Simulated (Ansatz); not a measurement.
Reaction (cleavage of the Si–Si bond): `O[SiH](F)[SiH2][SiH3]` + H₂S → `O[SiH](F)[SiH2]S` + SiH₄

Gas-phase electronic energies from Ansatz, PBE0-D4/def2-TZVP geometries. CBS: MP2 limit from def2 TZ/QZ plus the TZ coupled-cluster correction, frozen cores. This one scheme is used for every species. Each species was taken in one conformer, which may not be the lowest.

```tsv
species	MP2/def2-QZVPP energy (Eh)
`O[SiH](F)[SiH2][SiH3]`	-1046.37452
H₂S	-398.92680
`O[SiH](F)[SiH2]S`	-1153.90305
SiH₄	-291.42099
```

Question: Work out ΔE.

Answer: ΔE = (-1153.90305) + (-291.42099) − (-1046.37452) − (-398.92680) = -0.02272 Eh = -14.3 kcal/mol. CCSD(T)/CBS gives -12.3 kcal/mol.

Largest T1 diagnostic among the species: 0.013.
